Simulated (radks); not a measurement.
Values are calculated unless marked as measured or tabulated.
Q: All-electron atom: the titanium ion Ti4+ in [Ar]. Code: a radial shooting solver on a logarithmic mesh with Libxc functionals. Model: scalar-relativistic Kohn-Sham, LB94 model potential, spin-unpolarised, spherical densities, finite nucleus; Fermi nuclear charge, rms radius 3.5921 fm. Some entries of the table are withheld. Estimate them.

orbital  occ.  eigenvalue (eV)  r(max) (bohr)
1s          2              (1)            (2)
2s          2        -615.8626         0.2692
2p          6        -523.3107            (3)
3s          2              (4)            (5)
3p          6         -98.3225            (6)

A: 
(1) 1s eigenvalue (eV): -4988.680
(2) 1s r(max) (bohr): 0.04555
(3) 2p r(max) (bohr): 0.2193
(4) 3s eigenvalue (eV): -122.3869
(5) 3s r(max) (bohr): 0.8575
(6) 3p r(max) (bohr): 0.8812
